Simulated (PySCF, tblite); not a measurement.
## Be2+ and 2 × hydrogen sulfide

A gas-phase complex of Be2+ and 2 × hydrogen sulfide; charge +2, singlet. The structure comes from a short search (5 tight-binding starts) and was relaxed by PBE0-D3(BJ)/def2-SVPD; another way of binding may lie lower. Frequencies by PBE0-D3(BJ)/def2-SVPD show no clear imaginary mode.

Parts: 1 = Be2+ ([Be+2]), atoms 1, charge +2; 2 = hydrogen sulfide (S), atoms 2–4; 3 = hydrogen sulfide (S), atoms 5–7.

```
atom  part   x (Å)   y (Å)   z (Å)
 Be1     1   0.707   0.133   1.245
  S2     2   1.151   1.677  -0.046
  H3     2   2.234   1.100  -0.656
  H4     2   1.890   2.440   0.822
  S5     3   0.055  -1.509   2.307
  H6     3  -0.968  -0.894   2.983
  H7     3   0.951  -1.432   3.342
```

Contacts between parts, classed by geometry: Be1···S2 2.061 Å (bond); Be1···S5 2.061 Å (bond).

The parts are joined by the bonds Be1–S2 and Be1–S5, so these are energies of forming such bonds; deforming the relaxed parts to their shape in the adduct costs 1.4 kcal/mol, which the interaction energies leave out.

Interaction energies are complex less parts, with the parts frozen as they stand in it; counterpoise-corrected, in kcal/mol (PySCF).

(1) How strongly do the parts interact, level by level?

(2) What holds them together? Decompose the wB97M-D3(BJ)/def2-TZVPD energy: frozen parts, their antisymmetrised product, then relaxation.

(3) Are the pair energies additive?

The parts were also relaxed and run alone, at the levels used for the complex: shieldings by PBE0/pcSseg-2; core levels by delta-SCF with SCAN, pcX-2 on the ionised atom and pcseg-1 elsewhere, spin-free X2C (2p3/2 is the spin-free 2p value less a third of a first-order spin-orbit splitting).

Values alone: shielding of Be1 (ppm): 130.4; shielding of S2 (ppm): 704.4; shielding of S5 (ppm): 704.4; S2 2p3/2 core level (eV): 170.38.

(4) How do these values change when the complex forms?

(5) What are the binding energy from relaxed parts (wB97M-D3(BJ)/def2-TZVPD), and ΔH and ΔG of association at 298.15 K and 1 atm?

## Answers

(1) 
```
                  level  interaction  superposition error removed
wB97M-D3(BJ)/def2-TZVPD      -247.87                        -0.32
 PBE0-D3(BJ)/def2-TZVPD      -253.76                        -0.30
```

(2) electrostatic -80.6, Pauli repulsion +50.4, orbital relaxation -215.6, dispersion correction -2.4 kcal/mol, which sum to the value before the counterpoise correction; the Pauli term holds the exchange-correlation of the frozen density too. Of the attraction, 72 % is orbital relaxation, 27 % is electrostatic, 1 % is dispersion correction.

(3) The pairs sum to -289.43 kcal/mol (1–2 -145.0, 1–3 -145.0, 2–3 0.6); the rest of +41.56 is a many-body weakening.

(4) 
| property | alone | in the complex | change |
| --- | --- | --- | --- |
| shielding of Be1 (ppm) | 130.4 | 88.2 | -42.1 |
| shielding of S2 (ppm) | 704.4 | 660.8 | -43.6 |
| shielding of S5 (ppm) | 704.4 | 660.8 | -43.7 |
| S2 2p3/2 core level (eV) | 170.38 | 182.67 | +12.29 |

(5) -246.44 kcal/mol, -241.57 with zero-point energy; ΔH -243.4 and ΔG -226.7 kcal/mol, from harmonic vibrations by PBE0-D3(BJ)/def2-SVPD with low modes damped.

Multiply charged ions in the gas phase bind far more strongly than in solution.

The 6 runs behind this took 2.6 min in all, one thread each of Arm Neoverse V2 on a shared host, launched as `OMP_NUM_THREADS=1 python cluster_run.py task.json out`.
